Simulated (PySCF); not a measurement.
Values are calculated unless marked as measured or tabulated.
**Si2H3NO2F3**

The system: Si2H3NO2F3, a small molecule (built as: Si site whose three back bonds go to H, NH2, OSiF3; end group O); neutral, doublet. The structure, one conformer, was relaxed in the gas phase by PBE0-D3(BJ)/def2-SVP. No frequency run checks that it is a minimum.

SMILES: N[SiH]([O])O[Si](F)(F)F

```xyz
11

Si    0.772   -0.894    0.132
N    -0.407   -1.865    0.920
O     0.056    0.216   -0.885
Si   -0.427    1.757   -0.897
F    -1.309    2.097    0.388
F    -1.319    2.030   -2.189
F     0.810    2.762   -0.927
O     1.459   -0.131    1.424
H     1.662   -1.738   -0.691
H    -0.183   -2.819    1.183
H    -1.080   -1.441    1.552
```
(Å; atoms numbered from 1)

EPR values by unrestricted B3LYP, IGLO-III on F N O Si, pcH-1 on H.

Q: Predict g and the largest hyperfine couplings. Where does the spin sit?

A: g = 2.0024, 2.0098, 2.0259. The spin sits on O8 (82 %, bonded to 1 Si), N2 (25 %, bonded to 1 Si + 2 H) by Mulliken populations.
```tsv
atom	isotope	isotropic (MHz)	dipolar, principal values (MHz)
O8	17O	-37.0	-229.9, 113.4, 116.6
Si1	29Si	46.3	-2.5, -0.7, 3.2
H10	1H	-17.8	-16.3, -2.7, 19.0
N2	14N	7.4	-12.8, -12.7, 25.5
H11	1H	-16.3	-15.8, -2.4, 18.2
O3	17O	3.4	-4.4, 2.0, 2.4
```

The geometry optimisation stopped short of its threshold.
